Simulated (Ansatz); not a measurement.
Si3N3H13, closed shell: at a first-order saddle point.

Input (in.yaml):

```yaml
crystal:
  periodic: [false, false, false]
  atoms:
    - {symbol: Si, position_ang: [-0.743424, 0.964504, 0.004896]}
    - {symbol: N, position_ang: [1.070048, 1.587234, 0.192893]}
    - {symbol: N, position_ang: [-0.993977, 1.901089, -1.411580]}
    - {symbol: H, position_ang: [1.133764, 0.192917, 0.332893]}
    - {symbol: N, position_ang: [0.347535, -0.701364, 0.264907]}
    - {symbol: Si, position_ang: [-0.021667, -1.436684, 1.815703]}
    - {symbol: Si, position_ang: [0.482538, -1.709306, -1.162219]}
    - {symbol: H, position_ang: [-1.954109, 0.087358, -0.274254]}
    - {symbol: H, position_ang: [-1.053038, 1.355129, 1.421849]}
    - {symbol: H, position_ang: [1.243708, 2.179075, 0.994011]}
    - {symbol: H, position_ang: [1.546929, 1.969617, -0.613106]}
    - {symbol: H, position_ang: [-1.838295, 1.787236, -1.946902]}
    - {symbol: H, position_ang: [-0.467693, 2.719526, -1.666490]}
    - {symbol: H, position_ang: [0.636830, -0.635484, 2.877579]}
    - {symbol: H, position_ang: [-1.488922, -1.475695, 2.033931]}
    - {symbol: H, position_ang: [0.511520, -2.826253, 1.836175]}
    - {symbol: H, position_ang: [1.477853, -2.786134, -0.922859]}
    - {symbol: H, position_ang: [-0.828381, -2.321061, -1.492839]}
    - {symbol: H, position_ang: [0.938682, -0.851801, -2.284588]}
basis:
  gaussian: {orbitals: def2-TZVPP}
hamiltonian: {xc: lda}
```

Command:

```bash
ansatz run in.yaml --threads 4 --pin off --events-out ev --progress --plain --max-ram 66560MiB --backend cuda --devices 0, --max-vram 37GiB
```

What Ansatz 0.2.0 printed:

```
Functional definition: SPW92
  name "SPW92"
  cite "Dirac, Proc. Camb. Phil. Soc. 26, 376 (1930) doi:10.1017/S0305004100016108"
  cite "Slater, Phys. Rev. 81, 385 (1951) doi:10.1103/PhysRev.81.385"
  cite "Perdew & Wang, Phys. Rev. B 45, 13244 (1992) doi:10.1103/PhysRevB.45.13244"
  exchange = slater_x
  correlation = pw_c
2096 factors; their error is unknown
mean field evaluation 1: about -28160.1956 eV, gradient 1.2e2 eV
mean field evaluation 2: about -28022.6282 eV, gradient 2.4e2 eV
mean field evaluation 4: about -28184.3470 eV, gradient 2.0e1 eV
mean field evaluation 8: about -28185.3396 eV, gradient 2.1e-1 eV
mean field evaluation 16: about -28185.2932 eV, gradient 5.7e-4 eV
mean field -28185.29316293 eV, -1035.7904190599 hartree, gradient 7.8e-5 eV, S^2 0.000000; 0 other end points of the search recorded, 0 dependent functions left out
reference -28185.29321477 eV, -1035.7904209648 hartree; 38, 38 occupied and 363, 363 virtual orbitals, 2096 factors
Total energy: -28185.29321477 eV, -1035.7904209648 hartree
```

Hardware: 4 CPU threads of an AMD EPYC 7R13 and a share of one NVIDIA H100, shared host. Wall time 5 s; peak host memory 0.88 GiB.
